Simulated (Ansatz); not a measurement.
`O[SiH2][SeH]` + `[NH2][GaH][OH]` → `[NH2][GaH][O][SiH2]O` + H₂Se  (ligand exchange at the Si–Se bond)

Gas-phase electronic energies from Ansatz, PBE0-D4/def2-TZVP geometries. CCSD(T)/CBS adds triple-zeta CCSD(T) − MP2 to the extrapolated MP2 energy (def2 sets, frozen cores). Functionals use def2-TZVPP. For Ga, Se outer-core shells are correlated without core-valence functions, which leaves a few kJ/mol of doubt a bond. Scalar relativity is left out up to krypton. One conformer a species, not always the lowest.

```json
{"level": "PBE-D4", "ΔE (kJ/mol)": "-53.3", "difference from CCSD(T)/CBS": "12.9"}
{"level": "r2SCAN-D4", "ΔE (kJ/mol)": "-65.4", "difference from CCSD(T)/CBS": "0.8"}
{"level": "PBE0-D4", "ΔE (kJ/mol)": "-58.6", "difference from CCSD(T)/CBS": "7.6"}
{"level": "ωB97X-V", "ΔE (kJ/mol)": "-68.8", "difference from CCSD(T)/CBS": "-2.6"}
{"level": "ωB97M-V", "ΔE (kJ/mol)": "-69.0", "difference from CCSD(T)/CBS": "-2.8"}
{"level": "PBE0", "ΔE (kJ/mol)": "-55.3", "difference from CCSD(T)/CBS": "10.9"}
{"level": "HF/def2-TZVPP", "ΔE (kJ/mol)": "-81.9", "difference from CCSD(T)/CBS": "-15.7"}
{"level": "MP2/def2-TZVPP", "ΔE (kJ/mol)": "-69.0", "difference from CCSD(T)/CBS": "-2.8"}
{"level": "SCS-MP2/def2-TZVPP", "ΔE (kJ/mol)": "-73.4", "difference from CCSD(T)/CBS": "-7.2"}
{"level": "CCSD/CBS(def2)", "ΔE (kJ/mol)": "-67.8", "difference from CCSD(T)/CBS": "-1.6"}
{"level": "CCSD(T)/CBS", "ΔE (kJ/mol)": "-66.2", "difference from CCSD(T)/CBS": "0"}
```

Largest T1 diagnostic among the species: 0.014.

The D4 term adds −5.4 kJ/mol with B3LYP and −3.3 kJ/mol with PBE0; it sums over pairs of atoms, weighted by their polarisabilities, and B3LYP, whose exchange is more repulsive, gets the larger term. From PBE to PBE0 (25 % exact exchange), in def2-TZVPP and without D4, ΔE moves by −5.6 kJ/mol.

B3LYP here is the variant with VWN-RPA as its local correlation; programs differ in this.
